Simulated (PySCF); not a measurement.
CH₅FO₂SSi, SMILES O[Si](O)(F)SC.

Geometry optimised at B3LYP-D3(BJ)/def2-SVP. The values are those of a single conformer.

Two levels are set side by side: PBE/def2-TZVP (PySCF) and r2SCAN/def2-TZVP (PySCF). Same geometry, gas phase. Differences are taken from unrounded values.

| quantity | r2SCAN | PBE | PBE minus r2SCAN |
|---|---|---|---|
| orbital gap (eV) | 5.83 | 5.24 | -0.59 |
| highest occupied level (eV) | -6.27 | -6.00 | 0.27 |
| lowest empty level (eV) | -0.43 | -0.76 | -0.32 |
| dipole moment (D) | 0.97 | 0.90 | -0.07 |
| mean polarisability (bohr³) | 60.2 | 62.3 | 2.1 |

Rough cost on one machine, each run with all the roots and properties that it gave: r2SCAN against PBE about 4 times.
